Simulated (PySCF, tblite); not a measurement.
Species: C6H9PS.
SMILES: `Cc1pc(C)c(C)s1`

Computed, not measured: PBE0/pcSseg-1 in PySCF (dipole) on a GFN2-xTB geometry, gas phase.

Masses are those of the commonest isotopes; rigid-rotor values at the optimised geometry. 

Problem. Give the principal moments of inertia and the rotational constants in cm⁻¹.

Solution. Ia = 227.47, Ib = 374.82, Ic = 592.90 u·Å²; 505379 MHz·u·Å²/I gives 2222, 1348 and 852.4 MHz, that is A = 0.07411, B = 0.04498, C = 0.02843 cm⁻¹.

Problem. Classify the top.

Solution. An asymmetric top. Ray's parameter κ = (2B − A − C)/(A − C) = -0.276; −1 is the prolate and +1 the oblate limit.

Problem. Is it planar, by Δ = Ic − Ia − Ib?

Solution. Not planar: Δ = Ic − Ia − Ib = -9.39 u·Å². For a rigid frame Δ = −2 Σ m c², so Σ m c² = 4.70 u·Å² lies off the ab plane, practically all of it from hydrogen. The atom farthest from that plane is 0.91 Å away.

Problem. Give the other two planar moments, Paa and Pbb, and the rms extents of the mass along the axes.

Solution. Paa = Σ m a² = (Ib + Ic − Ia)/2 = 370.13 and Pbb = Σ m b² = (Ia + Ic − Ib)/2 = 222.77 u·Å². With the mass M = 144.02 u, the rms extents √(P/M) along a, b and c are 1.60, 1.24, 0.18 Å.

Problem. Which types of transition are allowed, and where do some lines up to J = 3 fall?

Solution. The dipole components are |μa| = 0.87 D, |μb| = 1.17 D, |μc| = 0.00 D. Intensities carry the squares of the components, which stand as 0.55 : 1.00 : 0.00 (a : b : c). Some lines, for components of 0.1 D or more:

| type | branch | J(Ka,Kc) | MHz | lower level (cm⁻¹) |
| --- | --- | --- | --- | --- |
| b | Q | 1(1,0) ← 1(0,1) | 1369 | 0.073 |
| a | Q | 2(1,1) ← 2(1,2) | 1488 | 0.233 |
| b | Q | 2(1,1) ← 2(0,2) | 2024 | 0.215 |
| a | R | 1(0,1) ← 0(0,0) | 2201 | 0.000 |
| b | Q | 3(2,1) ← 3(1,2) | 2708 | 0.523 |
| b | Q | 2(2,0) ← 2(1,1) | 2779 | 0.282 |
| a | Q | 3(1,2) ← 3(1,3) | 2942 | 0.425 |
| b | Q | 3(1,2) ← 3(0,3) | 3198 | 0.417 |
| a | R | 2(1,2) ← 1(1,1) | 3905 | 0.103 |
| a | R | 2(0,2) ← 1(0,1) | 4243 | 0.073 |
| b | R | 3(1,2) ← 2(2,1) | 4604 | 0.370 |
| b | R | 2(1,2) ← 1(0,1) | 4779 | 0.073 |
| a | R | 2(1,1) ← 1(1,0) | 4897 | 0.119 |
| b | Q | 3(3,0) ← 3(2,1) | 5018 | 0.614 |
| b | R | 3(0,3) ← 2(1,2) | 5515 | 0.233 |
| b | Q | 3(3,1) ← 3(2,2) | 5694 | 0.590 |
| a | R | 3(1,3) ← 2(1,2) | 5771 | 0.233 |
| b | R | 3(1,3) ← 2(0,2) | 6307 | 0.215 |
| a | R | 3(2,1) ← 2(2,0) | 7153 | 0.375 |
| a | R | 3(1,2) ← 2(1,1) | 7225 | 0.282 |
| b | R | 2(2,1) ← 1(1,0) | 7518 | 0.119 |
| b | R | 2(2,0) ← 1(1,1) | 8172 | 0.103 |
| b | R | 3(2,2) ← 2(1,1) | 9222 | 0.282 |
| b | R | 3(2,1) ← 2(1,2) | 11420 | 0.233 |
| b | R | 3(3,0) ← 2(2,1) | 12330 | 0.370 |

Its GFN2-xTB frequencies are all real (lowest 88 cm⁻¹). No vibrational averaging or centrifugal distortion is included, and the geometry carries the error of its method. A rigid rotor knows nothing of internal rotation, which can split or shift real lines.
